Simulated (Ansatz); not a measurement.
Molecule: CeF₃, charge 1, multiplicity 1. 
Structure (B3LYP-D3(BJ)/def2-TZVP (Ansatz, an electronic-structure program) minimum search):
SMILES: [F][Ce+]([F])[F]
```xyz
4

Ce    -0.0532     0.0750     0.1777
F     -1.4213    -1.2081    -0.3997
F      0.0826     1.5478    -1.1121
F      1.6816    -0.8228     0.3669
```
Charge +1, spin multiplicity 1.

Property: vertical electron affinity (to the doublet state of charge +0; a negative value means that the extra electron is unbound and the number depends on the basis; each state is the SCF solution reached for its spin; the molecule has degenerate orbitals, so one determinant may break the symmetry), in eV. Valence correlation only, unless marked. Open shells are spin-unrestricted. No spin-orbit coupling. Frozen are the shells of the preceding noble gas and the d and f shells that filled before the atom's block. In def2 rows, elements after Kr have scalar-relativistic effective core potentials. 

| level | program | vertical electron affinity (eV) |
|---|---|---|
| SVWN5/def2-TZVP | Ansatz | 7.86 |
| PBE/def2-TZVP | Ansatz | 7.80 |
| PBE0/def2-TZVP | Ansatz | 8.59 |
| BHLYP/def2-TZVP | Ansatz | 9.01 |
| CAM-B3LYP/def2-TZVP | Ansatz | 8.87 |
| wB97M-V/def2-TZVP | Ansatz | 8.47 |
| wB97X-V/def2-TZVP | Ansatz | 8.70 |
| wB97X/def2-TZVP | Ansatz | 8.76 |
| B2PLYP/def2-TZVP | Ansatz | 8.14 |
